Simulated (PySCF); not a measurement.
C₂H₃F₂GaO₂.

```xyz
10

Ga    -0.0014     0.7554     0.0000
F      1.4962     1.6460     0.0000
F     -1.5232     1.6046     0.0000
O      0.0170    -0.9058     1.0859
C      0.0213    -1.5770     0.0000
C     -0.0019    -3.0685     0.0000
O      0.0170    -0.9058    -1.0859
H      0.4778    -3.4569    -0.9068
H      0.4778    -3.4569     0.9068
H     -1.0559    -3.3920     0.0000
```

The structure is a stationary point at B3LYP-D3(BJ)/def2-SVP. One conformer was computed; it need not be the lowest.

Level of theory: KT2/pcSseg-1 run with PySCF. Non-relativistic, no solvent.

Give the absolute GIAO shielding of each atom: isotropic value and principal components (ppm). (The exact figures need the calculation; the answer reports its results.)


```csv
atom,σ(iso),σ11,σ22,σ33,span
Ga1,1651.8,1443.1,1643.5,1868.7,425.7
F2,342.5,273.3,320.3,433.9,160.6
F3,343.6,276.2,320.8,433.9,157.8
O4,-8.4,-141.8,46.4,70.1,211.9
C5,-3.3,-46.1,-42.1,78.3,124.5
C6,165.3,152.0,154.0,189.9,37.9
O7,-8.4,-141.8,46.4,70.1,211.9
H8,28.9,24.7,27.6,34.3,9.5
H9,28.9,24.7,27.6,34.3,9.5
H10,28.6,25.2,26.7,34.0,8.8
```
